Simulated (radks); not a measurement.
Spherical quantum dot in the effective-mass picture: electrons in a well V = -V0 / (1 + exp((r - R)/a)) with V0 = 16.3, R = 3.17, a = 0.29, with a point charge +1 (a donor) at the centre, all in effective atomic units (hartree* = m*/eps^2 hartree, bohr* = eps/m* bohr), one dielectric constant everywhere. Calculated with a radial shooting solver with Libxc functionals: non-relativistic Kohn-Sham, LDA (Slater exchange, Perdew-Wang correlation), spin-polarised, spherical densities. Levels are named by radial order and angular momentum (1s, 1p, 1d, 2s, ...), and open shells are averaged over m. Results are scaled to m* = 0.042 and eps = 12.6, for which hartree* = 7.199 meV and bohr* = 15.88 nm. At N = 14 the configuration is 1s2 1p6 1d(up 5, down 1). Does electron 15 go into 1d down or 2s down or 2s up?

Answer. Into 1d down. The total energies of the other choices lie higher by 1.18 meV (2s up), 1.46 meV (2s down).
